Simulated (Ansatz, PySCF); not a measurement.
Breaking a bond: Be2, singlet.

- UKS-B3LYP = unrestricted B3LYP/aug-cc-pVDZ in Ansatz (a quantum-chemistry and plane-wave program)
- RKS-B3LYP = restricted B3LYP/aug-cc-pVDZ run with Ansatz
- UKS-CAM-B3LYP = Ansatz with unrestricted CAM-B3LYP/aug-cc-pVDZ
- RKS-CAM-B3LYP = restricted CAM-B3LYP/aug-cc-pVDZ in Ansatz
- UKS-PBE = unrestricted PBE/aug-cc-pVDZ run with Ansatz
- RKS-PBE = restricted PBE/aug-cc-pVDZ run with Ansatz
- UKS-B3LYP/6-31G* = PySCF 2.14.0 with unrestricted B3LYP/6-31G*, spherical d
- RKS-B3LYP/6-31G* = restricted B3LYP/6-31G*, spherical d in PySCF
- UKS-B3LYP/LANL2DZ = unrestricted B3LYP/LANL2DZ in PySCF
- RKS-B3LYP/LANL2DZ = restricted B3LYP/LANL2DZ (PySCF 2.14.0)
- UKS-BP86/6-31G* = PySCF with unrestricted BP86/6-31G*, spherical d
- RKS-BP86/6-31G* = restricted BP86/6-31G*, spherical d (PySCF)

Scanned distances (Å): 1.89, 2.04, 2.12, 2.26, 2.37, 2.42, 2.52, 2.59, 2.68, 2.75, 2.90, 3.09, 3.42, 3.76, 4.16, 4.52, 5.10, 5.46, 6.19, 6.84, 7.39.

Question: Where does the unrestricted solution first break spin symmetry (<S²> of 0.01 or more)?

Answer: UKS-B3LYP: already at 1.89 Å; UKS-CAM-B3LYP: already at 1.89 Å; UKS-PBE: already at 1.89 Å; UKS-B3LYP/6-31G*: already at 1.89 Å; UKS-B3LYP/LANL2DZ: already at 1.89 Å; UKS-BP86/6-31G*: already at 1.89 Å.

```
R / Å  <S²> UKS-B3LYP  E(RKS-B3LYP) − E(UKS-B3LYP) / eV  <S²> UKS-CAM-B3LYP  E(RKS-CAM-B3LYP) − E(UKS-CAM-B3LYP) / eV  <S²> UKS-PBE  E(RKS-PBE) − E(UKS-PBE) / eV  <S²> UKS-B3LYP/6-31G*  E(RKS-B3LYP/6-31G*) − E(UKS-B3LYP/6-31G*) / eV  <S²> UKS-B3LYP/LANL2DZ  E(RKS-B3LYP/LANL2DZ) − E(UKS-B3LYP/LANL2DZ) / eV  <S²> UKS-BP86/6-31G*  E(RKS-BP86/6-31G*) − E(UKS-BP86/6-31G*) / eV
-----  --------------  --------------------------------  ------------------  ----------------------------------------  ------------  ----------------------------  ---------------------  ----------------------------------------------  ----------------------  ------------------------------------------------  --------------------  --------------------------------------------
1.89             0.67                             0.204                0.77                                     0.409          0.67                         0.165                   0.69                                           0.227                    0.69                                             0.225                  0.66                                         0.160
2.04             0.58                             0.138                0.72                                     0.315          0.52                         0.083                   0.60                                           0.156                    0.61                                             0.154                  0.48                                         0.071
2.12             0.53                             0.107                0.68                                     0.265          0.45                         0.060                   0.55                                           0.122                    0.55                                             0.120                  0.42                                         0.050
2.26             0.41                             0.059                0.60                                     0.181          0.33                         0.028                   0.00                                           0.000                    0.00                                             0.000                  0.29                                         0.022
2.37             0.31                             0.030                0.52                                     0.121          0.22                         0.011                   0.00                                           0.000                    0.00                                             0.000                  0.00                                         0.000
2.42             0.26                             0.020                0.48                                     0.097          0.16                         0.006                   0.00                                           0.000                    0.00                                             0.000                  0.00                                         0.000
2.52             0.14                             0.006                0.38                                     0.056          0.04                         0.000                   0.00                                           0.000                    0.00                                             0.000                  0.00                                         0.000
2.59             0.06                             0.001                0.31                                     0.033          0.00                         0.000                   0.00                                           0.000                    0.00                                             0.000                  0.00                                         0.000
2.68             0.00                             0.000                0.20                                     0.013          0.00                         0.000                   0.00                                           0.000                    0.00                                             0.000                  0.00                                         0.000
2.75             0.00                             0.000                0.11                                     0.004          0.00                         0.000                   0.00                                           0.000                    0.00                                             0.000                  0.00                                         0.000
2.90             0.00                             0.000                0.00                                     0.000          0.00                         0.000                   0.00                                           0.000                    0.00                                             0.000                  0.00                                         0.000
3.09             0.00                             0.000                0.00                                     0.000          0.00                         0.000                   0.00                                           0.000                    0.00                                             0.000                  0.00                                         0.000
3.42             0.00                             0.000                0.00                                     0.000          0.00                         0.000                   0.00                                           0.000                    0.00                                             0.000                  0.00                                         0.000
3.76             0.00                             0.000                0.00                                     0.000          0.00                         0.000                   0.00                                           0.000                    0.00                                             0.000                  0.00                                         0.000
4.16             0.00                             0.000                0.00                                     0.000          0.00                         0.000                   0.00                                           0.000                    0.00                                             0.000                  0.00                                         0.000
4.52             0.00                             0.000                0.00                                     0.000          0.00                         0.000                   0.00                                           0.000                    0.00                                             0.000                  0.00                                         0.000
5.10             0.00                             0.000                0.00                                     0.000          0.00                         0.000                   0.00                                           0.000                    0.00                                             0.000                  0.00                                         0.000
5.46             0.00                             0.000                0.00                                     0.000          0.00                         0.000                   0.00                                           0.000                    0.00                                             0.000                  0.00                                         0.000
6.19             0.00                             0.000                0.00                                     0.000          0.00                         0.000                   0.00                                           0.000                    0.00                                             0.000                  0.00                                         0.000
6.84             0.00                             0.000                0.00                                     0.000          0.00                         0.000                   0.00                                           0.000                    0.00                                             0.000                  0.00                                         0.000
7.39             0.00                             0.000                0.00                                     0.000          0.00                         0.000                   0.00                                           0.000                    0.00                                             0.000                  0.00                                         0.000
```
